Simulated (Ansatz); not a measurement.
Two structures, one formula

Two relaxed structures of GaH$_{2}$O (charge -1), closed shell (PBE0-D4/def2-TZVPD; forces vanish, vibrations not checked).

A:

O1  (-0.973, -0.486, 1.372)
Ga2  (-0.022, -0.011, 0.031)
H3  (-0.528, 0.011, -1.513)
H4  (1.523, 0.485, 0.110)
(Å)

B:

O1  (-1.017, -0.725, 1.253)
Ga2  (-0.234, 0.232, -0.207)
H3  (-0.300, -0.943, 1.852)
H4  (1.401, 0.138, 0.445)
(Å)

Ansatz 0.2.0; basis: def2-TZVPPD; cores frozen in the correlated methods. Filled d shells of the heavier atoms are correlated. The def2 sets are not built for correlating such inner shells, so the correlated values are less sure here. B3LYP uses VWN-RPA correlation.

**Question.** Which structure is lower at CCSD(T), and by how much? (Judge from chemistry; the value comes from the calculation.)

**Answer.** Computed: B, by 0.456 eV (electronic energy, against the other). By their contacts, A is GaH₂O ([O][GaH2]), total charge -1 and B is GaH₂O ([OH][GaH]), total charge -1.

All methods give the same order:

```
   method  E(B) − E(A) (eV)
   PBE-D4            -0.496
r2SCAN-D4            -0.475
  PBE0-D4            -0.623
 B3LYP-D4            -0.611
  wB97M-V            -0.672
       HF            -0.955
      MP2            -0.236
     CCSD            -0.565
  CCSD(T)            -0.456
```

The T1 diagnostic stays at or below 0.024. The restricted Hartree–Fock reference is unstable towards an unrestricted one at one or more of these structures.

Labels in which every atom is bracketed show which atoms are joined, not bond orders.

For scale, one of the runs: CCSD(T)/def2-TZVPPD, 128 basis functions, launched by `ansatz run in.yaml --threads 2 --pin off --events-out ev --progress --plain --max-ram 4352MiB`. Hardware: 2 CPU threads of an Arm Neoverse V2, shared host. Wall time 10 s; peak host memory 0.61 GiB.
